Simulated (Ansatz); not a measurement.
Total energies of C3H11NO3Zr (`CC[N](C)[Zr]([OH])([OH])[OH]`).

```xyz
19

C     2.412   -0.166   -0.224
C     1.253    0.801   -0.023
N     0.040    0.185    0.474
C     0.122   -0.262    1.844
Zr   -1.624   -0.015   -0.679
O    -1.624    1.475   -1.924
O    -1.542   -1.674   -1.695
O    -3.134   -0.092    0.538
H     2.137   -0.955   -0.928
H     3.285    0.359   -0.622
H     2.711   -0.639    0.714
H     1.565    1.603    0.664
H     1.029    1.292   -0.977
H     0.437    0.556    2.510
H     0.830   -1.090    1.983
H    -0.856   -0.607    2.191
H    -1.907    1.945   -2.703
H    -1.089   -2.483   -1.917
H    -4.045   -0.233    0.775
```

Total charge 0; spin multiplicity 1. Correlated methods include outer-core shells of Zr, which these sets cover unevenly. Zr: def2 effective core potential. All single points use the PBE0-D4/def2-TZVP geometry. It is one conformer, not always the lowest. Basis def2-TZVPP, Ansatz 0.2.0.

RPA on PBE orbitals: Hartree–Fock energy of these orbitals -445.86737 Eh, correlation -2.85004 Eh (frozen core).

```csv
functional,energy without D4 (Eh),D4 term (kJ/mol)
PBE,-448.36514,-44.8
BLYP,-448.67432,-94.5
r2SCAN,-448.63633,-12.4
B97M-V,-448.76000,–
PBE0,-448.35690,-38.6
B3LYP,-448.85295,-70.8
r2SCANh,-448.59701,-13.1
BHLYP,-448.50700,-55.6
CAM-B3LYP,-448.62525,-39.5
LC-ωPBE,-448.60495,–
ωB97X-V,-448.66760,–
ωB97M-V,-448.58351,–
B2PLYP,-448.44290,–
PBE-QIDH,-448.25141,–
```

**Question.** Give the same for LDA (SPW92), revPBE, r2SCAN0, HSE06 (plane-wave form). (Best estimate.)

**Answer.** Computed: 
```json
{"functional": "LDA (SPW92)", "energy without D4 (Eh)": "-445.52642", "D4 term (kJ/mol)": "–"}
{"functional": "revPBE", "energy without D4 (Eh)": "-448.72940", "D4 term (kJ/mol)": "-126.6"}
{"functional": "r2SCAN0", "energy without D4 (Eh)": "-448.54057", "D4 term (kJ/mol)": "-14.4"}
{"functional": "HSE06 (plane-wave form)", "energy without D4 (Eh)": "-448.33519", "D4 term (kJ/mol)": "-36.2"}
```

B3LYP takes the VWN-RPA correlation (the form of Gaussian; ORCA's B3LYP/G). HSE06 is the plane-wave form, built on full-range PBE exchange. The double hybrids freeze the cores in their second-order part.

LC-ωPBE has ω = 0.4 bohr⁻¹.
